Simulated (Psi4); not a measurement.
scandium atom (Sc), doublet (typed; the unrestricted solution is spin-contaminated); BP86/cc-pVTZ run with Psi4.

The Psi4 input:
```
memory 2 GB

molecule mol {
0 2
Sc    0.000000    0.000000    0.000000
}

set {
  basis cc-pvtz
  reference uks
}

energy('bp86')
print_variables()
```

**Question.** Predict the main parts of the log of this Psi4 run.

**Answer.** 
```
   => Loading Basis Set <=

    Name: CC-PVTZ
    Role: ORBITAL
    Keyword: BASIS

         ---------------------------------------------------------
                                   SCF
               by Justin Turney, Rob Parrish, Andy Simmonett
                          and Daniel G. A. Smith
                              UKS Reference
         ---------------------------------------------------------

  ==> Geometry <==

    Molecular point group: d2h
    Geometry (in Angstrom), charge = 0, multiplicity = 2:

       Center              X                  Y                   Z               Mass
    ------------   -----------------  -----------------  -----------------  -----------------
         SC           0.000000000000     0.000000000000     0.000000000000    44.955908280000

  Running in d2h symmetry.

  Rotational constants: A = ************  B = ************  C = ************ [cm^-1]
  Rotational constants: A = ************  B = ************  C = ************ [MHz]
  Nuclear repulsion =    0.000000000000000

  Charge       = 0
  Multiplicity = 2
  Electrons    = 21
  Nalpha       = 11
  Nbeta        = 10

  ==> Algorithm <==

  SCF Algorithm Type is DF.
  DIIS enabled.
  MOM disabled.
  Fractional occupation disabled.
  Guess Type is CORE.
  Energy threshold   = 1.00e-06
  Density threshold  = 1.00e-06
  Integral threshold = 1.00e-12

  ==> Primary Basis <==

  Basis Set: CC-PVTZ
    Blend: CC-PVTZ
    Number of shells: 20
    Number of basis functions: 68
    Number of Cartesian functions: 84
    Spherical Harmonics?: true
    Max angular momentum: 4

  ==> DFT Potential <==

   => LibXC <=

    Version 7.1.2
    S. Lehtola, C. Steigemann, M. J. T. Oliveira, and M. A. L. Marques,  SoftwareX 7, 1–5 (2018) (10.1016/j.softx.2017.11.002)

   => Composite Functional: BP86 <=

    BP86 GGA Exchange-Correlation Functional

    A. D. Becke, Phys. Rev. A, 38, 3098-3100, 1988
    J. P. Perdew, Phys. Rev. B, 33, 8822, 1986

    Deriv               =              1
    GGA                 =           TRUE
    Meta                =          FALSE

    Exchange Hybrid     =          FALSE
    MP2 Hybrid          =          FALSE

   => Exchange Functionals <=

    1.0000     XC_GGA_X_B88

   => Correlation Functionals <=

    1.0000     XC_GGA_C_P86

   => LibXC Density Thresholds  <==

    XC_GGA_C_P86:  1.00E-15
    XC_GGA_X_B88:  1.00E-15

   => Molecular Quadrature <=

    Radial Scheme          =       TREUTLER
    Pruning Scheme         =           NONE
    Nuclear Scheme         =       TREUTLER

    Blocking Scheme        =         OCTREE
    BS radius alpha        =              1
    Pruning alpha          =              1
    Radial Points          =             75
    Spherical Points       =            302
    Total Points           =          21436
    Total Blocks           =            247
    Max Points             =            251
    Max Functions          =             68
    Weights Tolerance      =       1.00E-15

   => Loading Basis Set <=

    Name: (CC-PVTZ AUX)
    Role: JKFIT
    Keyword: DF_BASIS_SCF

  ==> Integral Setup <==

  SCF_SUBTYPE=INCORE selected. In-core MEM_DF algorithm will be used.
  Using in-core AOs.

  ==> MemDFJK: Density-Fitted J/K Matrices <==

    J tasked:                   Yes
    K tasked:                    No
    wK tasked:                   No
    Algorithm:                 Core
    Schwarz Cutoff:           1E-12
    Mask sparsity (%):       0.0000
    Fitting Condition:        1E-10

   => Auxiliary Basis Set <=

  Basis Set: (CC-PVTZ AUX)
    Blend: DEF2-UNIVERSAL-JKFIT
    Number of shells: 58
    Number of basis functions: 264
    Number of Cartesian functions: 377
    Spherical Harmonics?: true
    Max angular momentum: 6

  Minimum eigenvalue in the overlap matrix is 1.6464384582E-04.
  Reciprocal condition number of the overlap matrix is 6.2869680267E-05.
    Using symmetric orthogonalization.

  ==> Pre-Iterations <==

[...]
    SOCC [     0,    1,    0,    0,    0,    0,    0,    0 ]
    NA   [     4,    1,    0,    0,    0,    2,    2,    2 ]
    NB   [     4,    0,    0,    0,    0,    2,    2,    2 ]

   @DF-UKS iter   1:  -749.54651388307923   -7.49547e+02   1.46212e-01 ADIIS
   @DF-UKS iter   2:  -736.57551364266033    1.29710e+01   1.71235e-01 ADIIS
   @DF-UKS iter   3:  -760.40748056503048   -2.38320e+01   3.87922e-02 DIIS/ADIIS
   @DF-UKS iter   4:  -760.70324516732614   -2.95765e-01   1.66396e-03 DIIS/ADIIS
   @DF-UKS iter   5:  -760.69438346711172    8.86170e-03   5.56380e-03 DIIS/ADIIS
   @DF-UKS iter   6:  -760.70768091197237   -1.32974e-02   9.06967e-04 DIIS/ADIIS
   @DF-UKS iter   7:  -760.70807802675415   -3.97115e-04   8.26650e-04 DIIS/ADIIS
   @DF-UKS iter   8:  -760.70834599506645   -2.67968e-04   4.96955e-04 DIIS/ADIIS
   @DF-UKS iter   9:  -760.70847883242857   -1.32837e-04   2.93415e-05 DIIS
   @DF-UKS iter  10:  -760.70847923729082   -4.04862e-07   1.83237e-06 DIIS
   @DF-UKS iter  11:  -760.70847923980114   -2.51032e-09   1.84894e-07 DIIS
  Energy and wave function converged.

  ==> Post-Iterations <==

   Electrons on quadrature grid:
      Nalpha   =   11.0000001031 ; deviation = 1.031e-07
      Nbeta    =   10.0000001031 ; deviation = 1.031e-07
      Ntotal   =   21.0000002062 ; deviation = 2.062e-07

   @Spin Contamination Metric:   3.714719002E-01
   @S^2 Expected:                7.500000000E-01
   @S^2 Observed:                1.121471900E+00
   @S   Expected:                5.000000000E-01
   @S   Observed:                5.000000000E-01

    Orbital Energies [Eh]
    ---------------------

    Alpha Occupied:

[...]
    Alpha Virtual:

[...]
    Beta Occupied:

[...]
       4Ag    -0.148020

    Beta Virtual:

[...]
      10B3u    1.995083

    Final Occupation by Irrep:
             Ag   B1g   B2g   B3g    Au   B1u   B2u   B3u
    DOCC [     4,    0,    0,    0,    0,    2,    2,    2 ]
    SOCC [     0,    1,    0,    0,    0,    0,    0,    0 ]
    NA   [     4,    1,    0,    0,    0,    2,    2,    2 ]
    NB   [     4,    0,    0,    0,    0,    2,    2,    2 ]

  @DF-UKS Final Energy:  -760.70847923980114

   => Energetics <=

    Nuclear Repulsion Energy =              0.0000000000000000
    One-Electron Energy =               -1040.8969523133023358
    Two-Electron Energy =                 319.2245913241196149
    DFT Exchange-Correlation Energy =     -39.0361182506184576
    Empirical Dispersion Energy =           0.0000000000000000
    VV10 Nonlocal Energy =                  0.0000000000000000
    Total Energy =                       -760.7084792398011359

  UHF NO Occupations:
  HONO-2 :    2B2u 1.9999315
  HONO-1 :    4 Ag 1.7930689
  HONO-0 :    1B1g 1.0000000
  LUNO+0 :    5 Ag 0.2069311
  LUNO+1 :    3B2u 0.0000685
  LUNO+2 :    3B3u 0.0000685
  LUNO+3 :    3B1u 0.0000643

Computation Completed

Properties will be evaluated at   0.000000,   0.000000,   0.000000 [a0]

Properties computed using the SCF density matrix

 Multipole Moments:

 ------------------------------------------------------------------------------------
     Multipole            Electronic (a.u.)      Nuclear  (a.u.)        Total (a.u.)
 ------------------------------------------------------------------------------------

 L = 1.  Multiply by 2.5417464519 to convert [e a0] to [Debye]
 Dipole X            :          0.0000000            0.0000000            0.0000000
 Dipole Y            :          0.0000000            0.0000000            0.0000000
 Dipole Z            :          0.0000000            0.0000000            0.0000000
 Magnitude           :                                                    0.0000000

 ------------------------------------------------------------------------------------

  Variable Map:
  ----------------------------------------------------------------------------
[...]
  Array Variable Map:
  ----------------------------------------------------------------------------
[...]
[...]
```
